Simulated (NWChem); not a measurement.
# Ionisation of C₆H₅

```
C
H 1 1.1007
C 1 1.4054 2 119.67
H 3 1.1021 1 120.25 2 0.00
C 1 1.4054 2 119.67 3 180.00
H 5 1.1021 1 120.25 2 0.00
C 3 1.4133 4 119.59 1 180.00
C 7 1.3844 3 116.50 4 180.00
C 8 1.3844 7 126.00 3 0.00
H 7 1.1019 8 122.66 9 180.00
H 9 1.1019 8 122.66 7 180.00
```
Charge 0, spin multiplicity 2.

Program: NWChem. All single points use one geometry, from UPBE/def2-SVP, a minimum by its harmonic frequencies.

Basis set: def2-SVP. The species with one electron less has spin multiplicity 3 and keeps the geometry of the parent. Δ marks differences of total energies (open shells unrestricted). −ε marks an orbital energy of the parent. That orbital need not have the symmetry of the hole or added electron in the Δ rows.

B3LYP has NWChem's definition, with VWN1-RPA local correlation. The structure started from a generated list of species. The unpaired electrons of the parent sit in orbitals of symmetry a1 (C2v labels of the run); other states weren't searched. No SCF solution was tested for a lower state.

Question: One of these methods gave a first vertical ionisation energy of 6.22 eV. Which?
A. −ε(beta HOMO) of PBE
B. ΔB3LYP
C. −ε(beta HOMO) of B3LYP
D. −ε(beta HOMO) of BHandHLYP

Answer: A, −ε(beta HOMO) of PBE. The others give 6.98 (−ε(beta HOMO) of B3LYP), 8.03 (−ε(beta HOMO) of BHandHLYP), 9.28 (ΔB3LYP).
